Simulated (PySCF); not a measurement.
PySCF 2.14 output of an unrestricted r2SCAN calculation on a single atom or ion in aug-cc-pCVTZ-DK (7s6p4d2f, 59 functions), with scalar relativity by spin-free X2C-1e:

```
SCF conv_tol = 1e-09
number electrons alpha = 4  beta = 1
    J. W. Furness, A. D. Kaplan, J. Ning, J. P. Perdew, and J. Sun.,  J. Phys. Chem. Lett. 11, 8208-8215 (2020)
    J. W. Furness, A. D. Kaplan, J. Ning, J. P. Perdew, and J. Sun.,  J. Phys. Chem. Lett. 11, 9248-9248 (2020)
    J. W. Furness, A. D. Kaplan, J. Ning, J. P. Perdew, and J. Sun.,  J. Phys. Chem. Lett. 11, 8208-8215 (2020)
    J. W. Furness, A. D. Kaplan, J. Ning, J. P. Perdew, and J. Sun.,  J. Phys. Chem. Lett. 11, 9248-9248 (2020)
cycle= 1 E= -36.5542932512702  delta_E= -0.00243  |g|= 0.00691  |ddm|= 0.111
cycle= 2 E= -36.5543055846629  delta_E= -1.23e-05  |g|= 0.000618  |ddm|= 0.0148
cycle= 3 E= -36.5543058801128  delta_E= -2.95e-07  |g|= 6.76e-05  |ddm|= 0.00213
cycle= 4 E= -36.5543058848489  delta_E= -4.74e-09  |g|= 9.94e-06  |ddm|= 0.000285
cycle= 5 E= -36.5543058849148  delta_E= -6.59e-11  |g|= 4.89e-07  |ddm|= 2.76e-05
converged SCF energy = -36.5543058849148  <S^2> = 3.7500128  2S+1 = 4.0000064
```

The run itself started from symmetry-adapted Hartree-Fock orbitals and held the occupation by maximum overlap, on a logarithmic radial grid, so the iterations belong to that start.

Which element, charge and spin multiplicity is this?

C+ (carbon, charge +1), multiplicity 4; the state was [He] 2s1 2p1 3d1, one real determinant (an excited configuration).

⟨L²⟩ = 8.00 against 12 for a pure F term, so this real determinant mixes terms. The outer electron is Rydberg-like, and this basis confines it to a smaller radius and binds it less than a complete one would.
